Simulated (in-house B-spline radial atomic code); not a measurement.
Cs. Computed with a B-spline radial atomic code. Model: non-relativistic spherical atom: semilocal Troullier-Martins pseudo-atom, one channel per l, against all electrons, high spin, G0W0 and RPA with empty states to l = 8, local potential for every l without a channel, a model core (radius 0 = none) keeps its share of the functional.

Without relativity these are model numbers for so heavy an element.

What the tables leave out is listed at the end.

The pseudopotential gives back the lowest level of each angular momentum of its own functional in the configuration it was made in; a second state of the same l is only approximately right. Exact exchange, RPA and GW see the smooth pseudo-orbitals and miss the exchange with the core, for which the functional's share stands in. The column with an uncorrelated core keeps all orbitals and exact exchange, and so separates missing core correlation from pseudisation. Only the three outermost levels and the lowest empty one were computed. RPA here is direct RPA, with no exchange kernel, and its energies carry an (l + 1/2)⁻⁴ tail. A hybrid on a potential with a model core restores only its own semilocal share of the core's exchange.

Command:
```bash
python run_psgw.py task.json out
```
Settings (lengths in bohr, energies in hartree):
```
Z                      55
electrons              55
configuration          [Xe] 6s1
generated_in           [Xe] 6s1
functional             pbe,pbe
core_shells            10
radius_factor          0.8
core_correction        True
ion_configuration      [Kr] 4d10 5s2 5p6
```

Run time, properties included: 82 s on 1 thread of Arm Neoverse N1 (shared host).

Given: made with PBE; model core radius 1.41 bohr; local radius 1.74 bohr; mean-field start PBE0.

Valence shells of the generating configuration: 5p, 6s.

Channel: s 3.4, p 1.447, d 2.444 (radii in bohr).

Computed: largest level miss in the spin-unpolarised generating configuration 0 eV; valence RPA correlation energy pseudo -0.35074 hartree; pseudo-atom RPA polarisability 194.62 bohr³; ionisation by mean-field all-electron 3.751 eV; ionisation by mean-field pseudo minus all 0.105 eV; ionisation by RPA all-electron 4.0454 eV; ionisation by RPA pseudo minus all 0.222 eV.

```csv
level,occupied,mean-field all-electron (eV),mean-field pseudo minus all (eV),G0W0 all-electron (eV),G0W0 uncorrelated core minus all (eV),G0W0 pseudo minus all (eV),exchange self-energy all-electron (eV),exchange self-energy pseudo (eV)
6s up,1,-2.5736,-0.073,-3.9872,0.042,-0.176,-4.9611,-5.0594
6s down (empty),0,-1.0097,-0.064,-0.45413,0.044,-0.096,-0.84512,-0.82685
```

Task: What is the valence RPA correlation energy all-electron orbitals?

Result: -0.24729 hartree.

Task: What is the all-electron RPA polarisability, core included?

Result: 213.45 bohr³.

Among the listed levels the largest G0W0 shift of the pseudo-atom is -0.18 eV, for 6s up on the PBE0 start, while leaving the core uncorrelated moves that level by +0.04 eV. So pseudisation and the lost core exchange, not the missing core correlation, make the error. Not in the tables (levels of low weight, unsolved or above zero; the highest and the empty levels are kept at any weight): on PBE, a start not tabulated, the G0W0 levels 6s up (pseudo minus all -0.09 eV, weights 0.51 and 0.58), 5p down (pseudo minus all +0.77 eV, weights 0.09 and 0.10), 5p up (pseudo minus all +0.69 eV, weights 0.18 and 0.16), 6s down (pseudo minus all -0.18 eV, weights 0.70 and 0.68); on PBE0 the G0W0 levels 5p down (pseudo minus all +0.94 eV, weights 0.52 and 0.37), 5p up (pseudo minus all +0.93 eV, weights 0.50 and 0.37); no Hartree-Fock pseudo-atom is run with a model core.
